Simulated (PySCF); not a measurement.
# Stationary points of SnOF

All numbers come from PBE0/[Sn def2-TZVP with ECP28, O def2-TZVP, F def2-TZVP], scalar-relativistic core potentials, density fitting, no spin–orbit coupling, PySCF.

Relaxations began from a few typed shapes; open shells are unrestricted. The search is not exhaustive: other isomers or separated fragments can lie lower, and high-lying points may rest on an excited occupation.

(1) Which is the lowest minimum found?
A. doublet Cs: Sn–F 1.935 Å, Sn–O 1.994 Å; F–Sn–O 95.2°
B. doublet C∞v: Sn–F 1.997 Å, Sn–O 1.875 Å; F–Sn–O 180.0°

Results:

(1) A. The others lie at 85.4 (doublet C∞v, a saddle point) kJ/mol above it.

For the lowest minimum: no spin–orbit coupling is included, which matters more the heavier the element.
